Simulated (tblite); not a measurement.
Species: C₅H₁₁OPSi₂.
SMILES with atom numbers: `[CH:1]#[C:2][C@@H:3]1[CH2:4][Si@@:5]([CH3:6])([PH2:7])[O:8][SiH2:9]1` (hydrogens: H10 on C1; H11 on C3; H12, H13 on C4; H14, H15, H16 on C6; H17, H18 on P7; H19, H20 on Si9)

Computed geometry: GFN2-xTB, gas phase.

Task: Give the optimised bond lengths and angles.

Result: 
| bond | length (bohr) |
| --- | --- |
| C1≡C2 | 2.264 |
| C2–C3 | 2.730 |
| C3–C4 | 2.910 |
| C4–Si5 | 3.618 |
| Si5–C6 | 3.589 |
| Si5–P7 | 4.256 |
| Si5–O8 | 3.124 |
| O8–Si9 | 3.089 |
| C3–Si9 | 3.635 |
| C1–H10 | 1.982 |
| C3–H11 | 2.068 |
| C4–H12 | 2.059 |
| C4–H13 | 2.064 |
| C6–H14, C6–H15, C6–H16 | 2.051 |
| P7–H17, P7–H18 | 2.613 |
| Si9–H19 | 2.746 |
| Si9–H20 | 2.760 |

Bonds in one row agree within 0.02 bohr and their mean is given. A selection of angles:
| angle | degrees |
| --- | --- |
| C1–C2–C3 | 177.9 |
| C2–C3–C4 | 109.7 |
| C2–C3–Si9 | 109.2 |
| C4–C3–Si9 | 106.6 |
| C3–C4–Si5 | 106.8 |
| C4–Si5–C6 | 114.4 |
| C4–Si5–P7 | 111.6 |
| C4–Si5–O8 | 98.1 |
| C6–Si5–P7 | 112.8 |
| C6–Si5–O8 | 108.6 |
| P7–Si5–O8 | 110.4 |
| Si5–O8–Si9 | 119.7 |
| C3–Si9–O8 | 98.3 |

Dihedral angles: C2–C3–C4–Si5 -85° (synclinal); C3–C4–Si5–C6 87° (synclinal); C4–Si5–O8–Si9 10° (synperiplanar); Si5–O8–Si9–C3 8° (synperiplanar); C2–C3–Si9–O8 92° (anticlinal).

O8 (siloxane oxygen) is bent (angle 119.7°). Si9 (oxygen-bound silicon) is distorted tetrahedral (angles from 98.3° to 116.4°). Of the pairs four or more bonds apart, C2···H14 is among the closest relative to their van der Waals radii: 3.04 Å, 105 % of the sum of Bondi's values. The 3 C–Si bonds span 1.899 Å (Si5–C6, drawn single) to 1.924 Å (C3–Si9, drawn single), a spread of 0.025 Å. Si5 (oxygen-bound silicon) is distorted tetrahedral (angles from 98.1° to 114.4°). The 5-membered ring C3–C4–Si5–O8–Si9 has internal angles of 98.1° to 119.7°; it is puckered, 0.16 Å rms from its mean plane, widest ring torsion 33°. P7 (three-coordinate phosphorus) is pyramidal (angles 94.7°, 93.7° and 92.1°, sum 280.5°, 0.85 Å off the plane of its three neighbours).

Point group: C1 (no symmetry element, even within 0.4 Å). Its lowest GFN2-xTB frequency is 11i cm⁻¹, too small to tell a flat minimum from a shallow saddle. The numbers are those of one conformer (C4–Si5–P7–H 83° and 175°, C2–C3–C4–Si5 -85°, C3–C4–Si5–C6 87°, C4–Si5–O8–Si9 10°, Si5–O8–Si9–C3 8°).
